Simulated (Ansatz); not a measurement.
Ca3Se3. Charge 0, multiplicity 1. Geometry PBE0-D4/def2-SVP.

```csv
atom,x (Å),y (Å),z (Å)
Ca1,-0.025,-0.945,-1.398
Ca2,-0.969,-2.632,1.494
Ca3,0.599,2.175,-0.027
Se4,-1.350,0.329,1.022
Se5,0.792,1.373,-2.497
Se6,0.952,-0.300,1.406
```

The restricted singlet is unstable towards broken spin symmetry at other levels; at LDA (SPW92)/def2-TZVP, PBE-D4/def2-TZVP, r2SCAN-D4/def2-TZVP, PBE0-D4/def2-TZVP this wasn't settled. Another isomer (singlet) lies 2.46 eV lower at PBE0-D4/def2-TZVP; other spin states weren't run for this one.

**Question.** Estimate the orbital energies around the gap (eV) in Ansatz with LDA (SPW92)/def2-TZVP, PBE-D4/def2-TZVP, r2SCAN-D4/def2-TZVP, PBE0-D4/def2-TZVP.

**Answer.** 
| orbital | LDA (SPW92)/def2-TZVP | PBE-D4/def2-TZVP | r2SCAN-D4/def2-TZVP | PBE0-D4/def2-TZVP |
| --- | --- | --- | --- | --- |
| HOMO−5 | -6.01 | -5.86 | -6.13 | -6.89 |
| HOMO−4 | -5.53 | -5.38 | -5.64 | -6.40 |
| HOMO−3 | -5.33 | -5.15 | -5.35 | -6.13 |
| HOMO−2 | -5.20 | -5.02 | -5.20 | -5.98 |
| HOMO−1 | -4.72 | -4.55 | -4.75 | -5.45 |
| HOMO | -3.47 | -3.31 | -3.27 | -3.80 |
| LUMO | -2.92 | -2.70 | -2.63 | -1.88 |
| LUMO+1 | -2.41 | -2.29 | -1.94 | -1.80 |
| LUMO+2 | -2.27 | -2.10 | -1.90 | -1.61 |
| LUMO+3 | -2.01 | -1.76 | -1.47 | -0.85 |
| LUMO+4 | -1.65 | -1.45 | -1.22 | -0.67 |
| LUMO+5 | -1.49 | -1.29 | -1.01 | -0.49 |
